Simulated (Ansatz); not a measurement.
C6H7N, charge +1, doublet (typed; the unrestricted solution is spin-contaminated), at a GFN2-xTB geometry (a state made from the parent by changing its charge; the spin is typed, not shown lowest); CCSD(T)/STO-3G (Ansatz, an electronic-structure program).

Here is a job for Ansatz.
Ansatz 0.2 input:
```yaml
crystal:
  periodic: [false, false, false]
  atoms:
    - {symbol: N, position_ang: [2.24411395, -0.28895248, 0.14635090]}
    - {symbol: C, position_ang: [0.93211358, -0.12001910, 0.06078820]}
    - {symbol: C, position_ang: [0.32522718, 1.08739034, 0.52467579]}
    - {symbol: C, position_ang: [-1.03079922, 1.25059773, 0.43116173]}
    - {symbol: C, position_ang: [-1.82871119, 0.23546515, -0.11926022]}
    - {symbol: C, position_ang: [-1.24912091, -0.95703484, -0.57984774]}
    - {symbol: C, position_ang: [0.10468008, -1.14274527, -0.49663919]}
    - {symbol: H, position_ang: [2.68392774, -1.14050543, -0.17937025]}
    - {symbol: H, position_ang: [2.83917703, 0.42934956, 0.53956200]}
    - {symbol: H, position_ang: [0.95089633, 1.85997375, 0.94584035]}
    - {symbol: H, position_ang: [-1.49248941, 2.16122649, 0.78053840]}
    - {symbol: H, position_ang: [-2.89732765, 0.37306038, -0.18895052]}
    - {symbol: H, position_ang: [-1.87704784, -1.72736433, -1.00028428]}
    - {symbol: H, position_ang: [0.56372906, -2.05499716, -0.84706338]}
basis:
  gaussian:
    orbitals: STO-3G
total_charge: 1
magnetization: {spin_polarized: true, initial_magnetization: 1}
correlation: {method: ccsd_t}
```

Output, abridged:

```
Functional definition: HF
591 factors; integrals over basis functions are off by at most 5.1e-5 eV
mean field evaluation 1: about -7672.7023 eV, gradient 1.3e1 eV
mean field evaluation 2: about -7672.9971 eV, gradient 1.3e1 eV
mean field evaluation 4: about -7674.5392 eV, gradient 2.4e0 eV
mean field evaluation 8: about -7675.1474 eV, gradient 4.4e-1 eV
mean field evaluation 16: about -7675.1448 eV, gradient 5.5e-6 eV
mean field evaluation 32: about -7673.0292 eV, gradient 9.3e0 eV
mean field evaluation 64: about -7674.8683 eV, gradient 1.6e-1 eV
mean field evaluation 96: about -7672.4915 eV, gradient 4.7e-3 eV
mean field -7675.14478784 eV, -282.0563685530 hartree, gradient 5.5e-6 eV, S^2 1.397718; 3 other end points of the search recorded, 0 dependent functions left out
determinant -7675.14478784 eV, -282.0563685530 hartree, with singles and doubles -7687.15969904 eV, -282.4979083958 hartree
determinant -7672.49150995 eV, -281.9588623891 hartree, with singles and doubles -7684.76230669 eV, -282.4098058520 hartree
7 core orbitals not correlated
reference -7675.14478784 eV, -282.0563685530 hartree; 18, 17 occupied and 17, 18 virtual orbitals, 591 factors
second order -8.94805839 eV of doubles, -0.00000000 eV of singles
cycle   1  -12.01591659 eV  change   -1.0e-3 eV  update   3.1e-3
cycle   2  -12.01683478 eV  change   -9.2e-4 eV  update   2.1e-3
cycle   3  -12.01719917 eV  change   -3.6e-4 eV  update   9.8e-4
cycle   4  -12.01780066 eV  change   -6.0e-4 eV  update   4.2e-4
cycle   5  -12.01911630 eV  change   -1.3e-3 eV  update   2.0e-4
cycle   6  -12.02022547 eV  change   -1.1e-3 eV  update   1.1e-4
cycle   7  -12.02030652 eV  change   -8.1e-5 eV  update   4.2e-5
cycle   8  -12.02020437 eV  change    1.0e-4 eV  update   2.0e-5
cycle   9  -12.02016740 eV  change    3.7e-5 eV  update   8.3e-6
cycle  10  -12.02015630 eV  change    1.1e-5 eV  update   4.6e-6
perturbative correction -0.27981728 eV, -0.0102830953 hartree
Total energy: -7687.44476141 eV, -282.5083842447 hartree
```
